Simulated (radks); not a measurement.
The numbers below are computed, except where a source is named.
The mean radii <r> (bohr) of the occupied orbitals of an atom or ion are listed with their occupations. Code: a radial shooting solver on a logarithmic mesh with Libxc functionals. Model: non-relativistic Kohn-Sham, PBE, spin-polarised, spherical densities, point nucleus.

| orbital | occ. | <r> |
|---|---|---|
| 1s down | 1 | 0.06157 |
| 1s up | 1 | 0.06157 |
| 2s up | 1 | 0.2827 |
| 2s down | 1 | 0.2822 |
| 2p up | 3 | 0.2485 |
| 2p down | 3 | 0.2480 |
| 3s up | 1 | 0.8509 |
| 3s down | 1 | 0.8541 |
| 3p up | 3 | 0.8901 |
| 3p down | 3 | 0.8959 |
| 3d up | 4 | 1.031 |
| 4f up | 1 | 5.708 |

Name the element and its charge. Open shells, if any, are filled with parallel spins first.

Answer. Z = 25, manganese, charge +2: Mn2+ in [Ar] 3d4 4f1. The 1s radius gives Z: for a bare nucleus <r> = 1.5/Z, 0.06 bohr for Z = 25, and screening makes it slightly larger (0.06157 here). The occupations add up to 23, and the charge is Z minus that.
